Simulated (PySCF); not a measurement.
A structure optimised at PBE-D3(BJ)/def2-SVP, used in a PySCF frequency run:

```xyz
14

Al    -0.4438     1.2870     0.4003
H     -1.9872     1.6656     0.1677
O      0.5236     2.3121     1.3977
H      0.1706     3.1164     1.8099
C      0.4417    -0.2807    -0.3839
C     -0.4224    -1.5501    -0.5054
C      0.2939    -2.7167    -1.1915
H      1.3680    -0.4894     0.1974
H      0.8028     0.0196    -1.3970
H     -0.7587    -1.8745     0.5052
H     -1.3588    -1.3192    -1.0615
H      0.6038    -2.4426    -2.2219
H     -0.3512    -3.6169    -1.2618
H      1.2130    -3.0022    -0.6380
```

**Question.** Write its SMILES and formula.

**Answer.** CC[CH2][AlH][OH], C3H9AlO

**Question.** What are its rotational constants (standard atomic weights)?

**Answer.** 14.401, 1.3860, 1.3199 GHz
